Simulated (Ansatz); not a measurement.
Calculated with Ansatz (gas phase, PBE0-D4/def2-TZVP geometries, no zero-point term in ΔE). CCSD(T)/CBS adds triple-zeta CCSD(T) − MP2 to the extrapolated MP2 energy (def2 sets, frozen cores). This one scheme is used for every species. Functionals use def2-TZVPP. B3LYP here is the variant with VWN-RPA as its local correlation; programs differ in this. For Ga outer-core shells are correlated without core-valence functions, which leaves a few kJ/mol of doubt a bond. Scalar relativity is left out up to krypton.

Reaction (formal exchange of groups at a B–Si bond): `C[B]([SiH3])[GaH2]` + CH₄ → `C[B](C)[GaH2]` + SiH₄

(1) Is it downhill or uphill in electronic energy at CCSD(T)/CBS, and by how much? (An estimate is asked.)

(2) What do these levels give: LDA (SPW92), B97M-V, PBE0-D4, ωB97X-V, ωB97M-V, PBE0, B3LYP, HF/def2-SVP, MP2/def2-TZVPP, SCS-MP2/def2-TZVPP, SCS-MP2/def2-QZVPP, CCSD/CBS(def2)? (An estimate is asked.)

Largest T1 diagnostic among the species: 0.014.

Answers

(1) The calculation gave: Downhill: ΔE = -9.8 kJ/mol.

(2) The calculation gave: LDA (SPW92) -7.6, B97M-V -4.8, PBE0-D4 -4.9, ωB97X-V -11.7, ωB97M-V -14.9, PBE0 -6.7, B3LYP -12.1, HF/def2-SVP -21.0, MP2/def2-TZVPP -15.0, SCS-MP2/def2-TZVPP -16.1, SCS-MP2/def2-QZVPP -15.5, CCSD/CBS(def2) -11.4 kJ/mol.

Leaving LDA and LC-ωPBE aside and taking each functional with its dispersion term where it has one, the values, not all of them listed here, spread over 13.5 kJ/mol, from ωB97M-V to PBE-D4. LDA lies −4.3 kJ/mol from PBE without D4. From PBE to PBE0 (25 % exact exchange), in def2-TZVPP and without D4, ΔE moves by −3.5 kJ/mol.
